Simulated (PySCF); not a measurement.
**Ionisation energy of W⁴⁸⁺ by level of theory**

W⁴⁸⁺ [Ar] 3d8 [3d3/2^4 3d5/2^4, M_J = 4] → W⁴⁹⁺ [Ar] 3d7 [3d3/2^4 3d5/2^3, M_J = 9/2], as a difference of total energies. Calculation: PySCF 2.14, in an even-tempered Gaussian basis (15 s from 12 bohr⁻², ratio 2.8; 13 p from 16 bohr⁻², ratio 2.8; 8 d from 16 bohr⁻², ratio 2.8; 3 f from 57 bohr⁻², ratio 3); the two-component X2C-1e Hamiltonian. Correlated levels: [Ne] frozen; the 78 highest virtual spinors dropped. "Screened" scales the spin-orbit matrix elements by Boettger's factors to mimic the two-electron term; Breit and QED terms are absent.

```
                    method  ionisation energy (eV)
           GHF (spin-free)                  4330.2
          GMP2 (spin-free)                  4331.4
 GHF (screened spin-orbit)                  4305.2
GMP2 (screened spin-orbit)                  4306.3
```

Breit and QED terms and the two-electron picture change are absent.

The spin-free rows relax to the high-spin LS determinant and lack the spin-orbit shift.

The labels give the starting determinants; with spin-orbit coupling the two ends relaxed to ⟨J²⟩ = 20.00, ⟨L²⟩ = 13.11, ⟨S²⟩ = 1.80 and ⟨J²⟩ = 24.75, ⟨L²⟩ = 15.95, ⟨S²⟩ = 2.55.

For comparison: 4309 ± 4 eV (semi-empirical (NIST evaluation); NIST Atomic Spectra Database, ionization energies).
